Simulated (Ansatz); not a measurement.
The same path of FH$_{5}$OSi$_{2}$Sn (10 atoms, charge 0, multiplicity 1) was run 3 times with different band settings. The coordinate that changes most is the dihedral Sn5–Si2–Si3–H6.

All numbers below come from RKS PBE-D4/def2-SVP (Ansatz 0.2.0).

Relaxed end points:

```xyz
10
Properties=species:S:1:pos:R:3
F -2.212 -0.505 0.709
Si -0.770 -0.169 0.007
Si 0.780 -1.772 0.751
O -0.782 0.385 -1.528
Sn -0.167 2.248 -0.432
H 0.704 -1.866 2.249
H 2.147 -1.311 0.331
H 0.474 -3.110 0.136
H -1.392 3.366 -0.955
H 1.300 2.682 -1.267
```

```xyz
10
Properties=species:S:1:pos:R:3
F -1.867 -0.033 1.466
Si -0.731 -0.038 0.284
Si 0.789 -1.767 0.759
O -1.216 0.316 -1.233
Sn -0.048 2.173 -0.742
H 0.129 -3.100 0.531
H 1.233 -1.652 2.190
H 1.965 -1.607 -0.162
H -1.245 3.405 -1.017
H 1.073 2.252 -2.073
```

Common settings: spring 5.0 eV/Å²; optimiser quadratic models (default); start path through a guess of the saddle point; force threshold 0.05 eV/Å; end points relaxed.

| run | movable images | climbing image | iteration limit |
| --- | --- | --- | --- |
| 1 | 9 | yes | 50 |
| 2 | 3 | no | 60 |
| 3 | 3 | yes | 60 |

What does each run give, and how far can it be trusted?

Run 1: converged after 8 iterations, highest image 0.034 eV above the first end. A vibrational analysis at the climbing image gives one clearly imaginary mode, 94i cm⁻¹: a first-order saddle point.
Run 2: converged after 8 iterations, highest image 0.034 eV above the first end. No image climbed, so the highest image needn't sit at the top of the path. So few images can step over the top or miss a turn of the path.
Run 3: converged after 8 iterations, highest image 0.034 eV above the first end. Another band between the same ends (9 images) ends at a top of the same energy, where a vibrational analysis finds 1 clearly imaginary mode. So few images can step over the top or miss a turn of the path.
